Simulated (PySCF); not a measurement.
**Nonlinear optical response: `CS(=O)(=O)[SiH2][SiH2][SiH3]`, CH10O2SSi3**

Geometry (Å), atoms numbered from 1 in this order:
```xyz
17

C    -2.7758   -0.6414    0.7536
S    -1.0261   -0.3041    0.6104
O    -0.3664   -1.5929    0.3261
O    -0.6269    0.4726    1.7946
Si   -0.6089    0.9906   -1.1602
Si    1.6963    1.2272   -0.8354
Si    2.6381   -0.8010   -0.1079
H    -2.8626   -1.2885    1.6386
H    -3.1181   -1.1710   -0.1445
H    -3.3153    0.3011    0.9117
H    -1.0101    0.2088   -2.3661
H    -1.4464    2.2192   -1.0323
H     2.2759    1.6348   -2.1552
H     1.9014    2.3371    0.1422
H     2.2577   -1.9010   -1.0374
H     4.1212   -0.6003   -0.1917
H     2.2591   -1.0794    1.3018
```

Method used: PySCF, quadratic response OPBE/6-311G** first hyperpolarisability, Taylor convention, gas phase. Geometry: PBE0-D3(BJ)/def2-SVP.

What is the first hyperpolarisability, and how does it disperse?

In 10⁻³⁰ esu, Taylor convention; the vector part is βᵢ = ⅓ Σⱼ (βᵢⱼⱼ + βⱼᵢⱼ + βⱼⱼᵢ); β∥ is 3/5 of the vector part along the dipole, the dipole points from − to +:
| process | λ (nm) | β vector norm | β∥ | β HRS | depolarisation ratio |
| --- | --- | --- | --- | --- | --- |
| static β(0;0,0) | ∞ | 4.27 | -2.06 | 1.57 | 8.61 |
| Pockels β(−ω;ω,0) | 355 | 8.74 | -3.94 | – | – |

Second harmonics within 0.3 eV of the first excitation or beyond it are left out.

Which lowest excitations, dipole and polarisabilities go with it?

S1 4.95 eV (f = 0.049); S2 5.41 eV (f = 0.001); S3 5.49 eV (f = 0.014); dipole 3.61 D; isotropic α 123.7 au static, 141.8 au at 355 nm.
